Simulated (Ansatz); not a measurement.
Consider the redistribution: `CB[SiH2][SiH2][AlH2]` + `O[SiH]([SiH3])[GaH2]` → `[AlH2][SiH2][SiH2][GaH2]` + `CB[SiH](O)[SiH3]`.

Calculated with Ansatz (gas phase, PBE0-D4/def2-TZVP geometries, no zero-point term in ΔE). CBS: MP2 limit from def2 TZ/QZ plus the TZ coupled-cluster correction, frozen cores. Functionals use def2-TZVPP. For Ga outer-core shells are correlated without core-valence functions, which leaves a few kJ/mol of doubt a bond. Scalar relativity is left out up to krypton. Each species was taken in one conformer, which may not be the lowest.

```csv
level,ΔE (kcal/mol)
ωB97X-V,-1.3
MP2/CBS(def2),-1.4
```

**Question.** What does CCSD(T)/CBS give? (Best estimate.)

**Answer.** The calculation gave: -1.4 kcal/mol. The listed levels differ from it by 0.1, 0.0 kcal/mol.

Largest T1 diagnostic among the species: 0.014.

The D4 term adds +1.9 kcal/mol with B3LYP and +1.0 kcal/mol with PBE0; it sums over pairs of atoms, weighted by their polarisabilities, and B3LYP, whose exchange is more repulsive, gets the larger term. In def2-TZVPP, CCSD(T) changes the Hartree–Fock value by +3.1 kcal/mol (the triples alone add +0.5 kcal/mol) and MP2 by +3.1 kcal/mol.

B3LYP here is the variant with VWN-RPA as its local correlation; programs differ in this.
